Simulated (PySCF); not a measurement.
ClCu, charge -1, doublet, at a GFN2-xTB geometry (such geometries of metal compounds can be far from the true shape) (the multiplicity is a formal guess); R2SCAN/def2-SV(P) (PySCF).

PySCF was given this input:
```python
from pyscf import gto, scf, dft

mol = gto.M(
    atom='''
Cu   -0.00000000   -0.00000000   -0.78939767
Cl    0.00000000    0.00000000    1.34661955
''',
    basis='def2-sv(p)',
    charge=-1,
    spin=1,
    verbose=4,
)

mf = dft.UKS(mol)
mf.xc = 'r2scan'
mf.diis = False
mf.max_cycle = 100
mf.kernel()
```

Q: Predict the main parts of the log of this PySCF run.

A: 
```
PySCF version 2.14.0

[INPUT] verbose = 4
[INPUT] num. atoms = 2
[INPUT] num. electrons = 47
[INPUT] charge = -1
[INPUT] spin (= nelec alpha-beta = 2S) = 1
[INPUT] symmetry False subgroup None
[INPUT] Mole.unit = angstrom
[INPUT] Symbol           X                Y                Z      unit          X                Y                Z       unit  Magmom
[INPUT]  1 Cu     0.000000000000   0.000000000000  -0.789397670000 AA    0.000000000000   0.000000000000  -1.491745399670 Bohr   0.0
[INPUT]  2 Cl     0.000000000000   0.000000000000   1.346619550000 AA    0.000000000000   0.000000000000   2.544742143485 Bohr   0.0

nuclear repulsion = 122.135890357457
number of shells = 18
number of NR pGTOs = 102
number of NR cGTOs = 42
basis = def2-sv(p)
ecp = {}

******** <class 'pyscf.dft.uks.UKS'> ********
method = UKS
initial guess = minao
damping factor = 0
level_shift factor = 0
DIIS disabled
SCF conv_tol = 1e-09
SCF conv_tol_grad = None
SCF max_cycles = 100
direct_scf = True
direct_scf_tol = 1e-13
number electrons alpha = 24  beta = 23
XC library pyscf.dft.libxc version 7.1.2
    S. Lehtola, C. Steigemann, M. J. T. Oliveira, and M. A. L. Marques,  SoftwareX 7, 1–5 (2018)
XC functionals = r2scan
    J. W. Furness, A. D. Kaplan, J. Ning, J. P. Perdew, and J. Sun,  J. Phys. Chem. Lett. 11, 8208–8215 (2020)
    J. W. Furness, A. D. Kaplan, J. Ning, J. P. Perdew, and J. Sun,  J. Phys. Chem. Lett. 11, 9248–9248 (2020)
    J. W. Furness, A. D. Kaplan, J. Ning, J. P. Perdew, and J. Sun,  J. Phys. Chem. Lett. 11, 8208–8215 (2020)
    J. W. Furness, A. D. Kaplan, J. Ning, J. P. Perdew, and J. Sun,  J. Phys. Chem. Lett. 11, 9248–9248 (2020)
radial grids:
    Treutler-Ahlrichs [JCP 102, 346 (1995); DOI:10.1063/1.469408] (M4) radial grids

becke partition: Becke, JCP 88, 2547 (1988); DOI:10.1063/1.454033
pruning grids: <function nwchem_prune>
grids dens level: 3
symmetrized grids: False
atomic radii adjust function: <function treutler_atomic_radii_adjust>
small_rho_cutoff = 0
Set gradient conv threshold to 3.16228e-05
tot grids = 39520
init E= -2099.93226373614

cycle= 1 E= -2099.94974921456  delta_E= -0.0175  |g|= 1.12  |ddm|= 1.23
cycle= 2 E= -2098.90858667626  delta_E= 1.04  |g|=  1.8  |ddm|=  2.2
cycle= 3 E= -2069.70008835577  delta_E= 29.2  |g|= 3.65  |ddm|= 15.5
cycle= 4 E= -2076.35573661208  delta_E= -6.66  |g|= 2.85  |ddm|= 14.1
cycle= 5 E= -1926.09487375609  delta_E=  150  |g|= 8.38  |ddm|= 17.4
cycle= 6 E= -1909.74038653991  delta_E= 16.4  |g|= 2.24  |ddm|= 17.9
cycle= 7 E= -1888.24472451915  delta_E= 21.5  |g|=  4.3  |ddm|= 24.1
cycle= 8 E= -1909.64727354195  delta_E= -21.4  |g|= 2.19  |ddm|= 24.1
cycle= 9 E= -1888.23195830938  delta_E= 21.4  |g|= 4.28  |ddm|= 24.1
cycle= 10 E= -1909.64726692084  delta_E= -21.4  |g|= 2.19  |ddm|= 24.1
cycle= 11 E= -1888.23195135507  delta_E= 21.4  |g|= 4.28  |ddm|= 24.1
cycle= 12 E= -1909.64726693035  delta_E= -21.4  |g|= 2.19  |ddm|= 24.1
cycle= 13 E= -1888.2319513518  delta_E= 21.4  |g|= 4.28  |ddm|= 24.1
cycle= 14 E= -1909.64726693037  delta_E= -21.4  |g|= 2.19  |ddm|= 24.1
cycle= 15 E= -1888.2319513518  delta_E= 21.4  |g|= 4.28  |ddm|= 24.1
cycle= 16 E= -1909.64726693037  delta_E= -21.4  |g|= 2.19  |ddm|= 24.1
cycle= 17 E= -1888.2319513518  delta_E= 21.4  |g|= 4.28  |ddm|= 24.1
cycle= 18 E= -1909.64726693036  delta_E= -21.4  |g|= 2.19  |ddm|= 24.1
cycle= 19 E= -1888.2319513518  delta_E= 21.4  |g|= 4.28  |ddm|= 24.1
cycle= 20 E= -1909.64726693037  delta_E= -21.4  |g|= 2.19  |ddm|= 24.1
cycle= 21 E= -1888.2319513518  delta_E= 21.4  |g|= 4.28  |ddm|= 24.1
cycle= 22 E= -1909.64726693037  delta_E= -21.4  |g|= 2.19  |ddm|= 24.1
cycle= 23 E= -1888.2319513518  delta_E= 21.4  |g|= 4.28  |ddm|= 24.1
cycle= 24 E= -1909.64726693037  delta_E= -21.4  |g|= 2.19  |ddm|= 24.1
cycle= 25 E= -1888.2319513518  delta_E= 21.4  |g|= 4.28  |ddm|= 24.1
cycle= 26 E= -1909.64726693037  delta_E= -21.4  |g|= 2.19  |ddm|= 24.1
cycle= 27 E= -1888.2319513518  delta_E= 21.4  |g|= 4.28  |ddm|= 24.1
cycle= 28 E= -1909.64726693037  delta_E= -21.4  |g|= 2.19  |ddm|= 24.1
cycle= 29 E= -1888.2319513518  delta_E= 21.4  |g|= 4.28  |ddm|= 24.1
cycle= 30 E= -1909.64726693037  delta_E= -21.4  |g|= 2.19  |ddm|= 24.1
cycle= 31 E= -1888.2319513518  delta_E= 21.4  |g|= 4.28  |ddm|= 24.1
cycle= 32 E= -1909.64726693037  delta_E= -21.4  |g|= 2.19  |ddm|= 24.1
cycle= 33 E= -1888.2319513518  delta_E= 21.4  |g|= 4.28  |ddm|= 24.1
cycle= 34 E= -1909.64726693037  delta_E= -21.4  |g|= 2.19  |ddm|= 24.1
cycle= 35 E= -1888.2319513518  delta_E= 21.4  |g|= 4.28  |ddm|= 24.1
cycle= 36 E= -1909.64726693037  delta_E= -21.4  |g|= 2.19  |ddm|= 24.1
cycle= 37 E= -1888.2319513518  delta_E= 21.4  |g|= 4.28  |ddm|= 24.1
cycle= 38 E= -1909.64726693037  delta_E= -21.4  |g|= 2.19  |ddm|= 24.1
cycle= 39 E= -1888.2319513518  delta_E= 21.4  |g|= 4.28  |ddm|= 24.1
cycle= 40 E= -1909.64726693037  delta_E= -21.4  |g|= 2.19  |ddm|= 24.1
cycle= 41 E= -1888.2319513518  delta_E= 21.4  |g|= 4.28  |ddm|= 24.1
cycle= 42 E= -1909.64726693037  delta_E= -21.4  |g|= 2.19  |ddm|= 24.1
cycle= 43 E= -1888.2319513518  delta_E= 21.4  |g|= 4.28  |ddm|= 24.1
cycle= 44 E= -1909.64726693036  delta_E= -21.4  |g|= 2.19  |ddm|= 24.1
cycle= 45 E= -1888.2319513518  delta_E= 21.4  |g|= 4.28  |ddm|= 24.1
cycle= 46 E= -1909.64726693037  delta_E= -21.4  |g|= 2.19  |ddm|= 24.1
cycle= 47 E= -1888.2319513518  delta_E= 21.4  |g|= 4.28  |ddm|= 24.1
cycle= 48 E= -1909.64726693037  delta_E= -21.4  |g|= 2.19  |ddm|= 24.1
cycle= 49 E= -1888.2319513518  delta_E= 21.4  |g|= 4.28  |ddm|= 24.1
cycle= 50 E= -1909.64726693037  delta_E= -21.4  |g|= 2.19  |ddm|= 24.1
cycle= 51 E= -1888.2319513518  delta_E= 21.4  |g|= 4.28  |ddm|= 24.1
cycle= 52 E= -1909.64726693037  delta_E= -21.4  |g|= 2.19  |ddm|= 24.1
cycle= 53 E= -1888.2319513518  delta_E= 21.4  |g|= 4.28  |ddm|= 24.1
cycle= 54 E= -1909.64726693037  delta_E= -21.4  |g|= 2.19  |ddm|= 24.1
cycle= 55 E= -1888.2319513518  delta_E= 21.4  |g|= 4.28  |ddm|= 24.1
cycle= 56 E= -1909.64726693037  delta_E= -21.4  |g|= 2.19  |ddm|= 24.1
cycle= 57 E= -1888.2319513518  delta_E= 21.4  |g|= 4.28  |ddm|= 24.1
cycle= 58 E= -1909.64726693036  delta_E= -21.4  |g|= 2.19  |ddm|= 24.1
cycle= 59 E= -1888.2319513518  delta_E= 21.4  |g|= 4.28  |ddm|= 24.1
cycle= 60 E= -1909.64726693037  delta_E= -21.4  |g|= 2.19  |ddm|= 24.1
cycle= 61 E= -1888.2319513518  delta_E= 21.4  |g|= 4.28  |ddm|= 24.1
cycle= 62 E= -1909.64726693037  delta_E= -21.4  |g|= 2.19  |ddm|= 24.1
cycle= 63 E= -1888.2319513518  delta_E= 21.4  |g|= 4.28  |ddm|= 24.1
cycle= 64 E= -1909.64726693036  delta_E= -21.4  |g|= 2.19  |ddm|= 24.1
cycle= 65 E= -1888.2319513518  delta_E= 21.4  |g|= 4.28  |ddm|= 24.1
cycle= 66 E= -1909.64726693037  delta_E= -21.4  |g|= 2.19  |ddm|= 24.1
cycle= 67 E= -1888.2319513518  delta_E= 21.4  |g|= 4.28  |ddm|= 24.1
cycle= 68 E= -1909.64726693037  delta_E= -21.4  |g|= 2.19  |ddm|= 24.1
cycle= 69 E= -1888.2319513518  delta_E= 21.4  |g|= 4.28  |ddm|= 24.1
cycle= 70 E= -1909.64726693037  delta_E= -21.4  |g|= 2.19  |ddm|= 24.1
cycle= 71 E= -1888.2319513518  delta_E= 21.4  |g|= 4.28  |ddm|= 24.1
cycle= 72 E= -1909.64726693037  delta_E= -21.4  |g|= 2.19  |ddm|= 24.1
cycle= 73 E= -1888.2319513518  delta_E= 21.4  |g|= 4.28  |ddm|= 24.1
cycle= 74 E= -1909.64726693037  delta_E= -21.4  |g|= 2.19  |ddm|= 24.1
cycle= 75 E= -1888.2319513518  delta_E= 21.4  |g|= 4.28  |ddm|= 24.1
cycle= 76 E= -1909.64726693037  delta_E= -21.4  |g|= 2.19  |ddm|= 24.1
cycle= 77 E= -1888.2319513518  delta_E= 21.4  |g|= 4.28  |ddm|= 24.1
cycle= 78 E= -1909.64726693037  delta_E= -21.4  |g|= 2.19  |ddm|= 24.1
cycle= 79 E= -1888.2319513518  delta_E= 21.4  |g|= 4.28  |ddm|= 24.1
cycle= 80 E= -1909.64726693037  delta_E= -21.4  |g|= 2.19  |ddm|= 24.1
cycle= 81 E= -1888.2319513518  delta_E= 21.4  |g|= 4.28  |ddm|= 24.1
cycle= 82 E= -1909.64726693037  delta_E= -21.4  |g|= 2.19  |ddm|= 24.1
cycle= 83 E= -1888.2319513518  delta_E= 21.4  |g|= 4.28  |ddm|= 24.1
cycle= 84 E= -1909.64726693036  delta_E= -21.4  |g|= 2.19  |ddm|= 24.1
cycle= 85 E= -1888.2319513518  delta_E= 21.4  |g|= 4.28  |ddm|= 24.1
cycle= 86 E= -1909.64726693037  delta_E= -21.4  |g|= 2.19  |ddm|= 24.1
cycle= 87 E= -1888.2319513518  delta_E= 21.4  |g|= 4.28  |ddm|= 24.1
cycle= 88 E= -1909.64726693037  delta_E= -21.4  |g|= 2.19  |ddm|= 24.1
cycle= 89 E= -1888.2319513518  delta_E= 21.4  |g|= 4.28  |ddm|= 24.1
cycle= 90 E= -1909.64726693037  delta_E= -21.4  |g|= 2.19  |ddm|= 24.1
cycle= 91 E= -1888.2319513518  delta_E= 21.4  |g|= 4.28  |ddm|= 24.1
cycle= 92 E= -1909.64726693036  delta_E= -21.4  |g|= 2.19  |ddm|= 24.1
cycle= 93 E= -1888.2319513518  delta_E= 21.4  |g|= 4.28  |ddm|= 24.1
cycle= 94 E= -1909.64726693037  delta_E= -21.4  |g|= 2.19  |ddm|= 24.1
cycle= 95 E= -1888.2319513518  delta_E= 21.4  |g|= 4.28  |ddm|= 24.1
cycle= 96 E= -1909.64726693037  delta_E= -21.4  |g|= 2.19  |ddm|= 24.1
cycle= 97 E= -1888.2319513518  delta_E= 21.4  |g|= 4.28  |ddm|= 24.1
cycle= 98 E= -1909.64726693037  delta_E= -21.4  |g|= 2.19  |ddm|= 24.1
cycle= 99 E= -1888.2319513518  delta_E= 21.4  |g|= 4.28  |ddm|= 24.1
cycle= 100 E= -1909.64726693037  delta_E= -21.4  |g|= 2.19  |ddm|= 24.1
SCF not converged.
SCF energy = -1909.64726693037 after 100 cycles  <S^2> = 0.75000028  2S+1 = 2.0000003
```

Convergence was not reached.
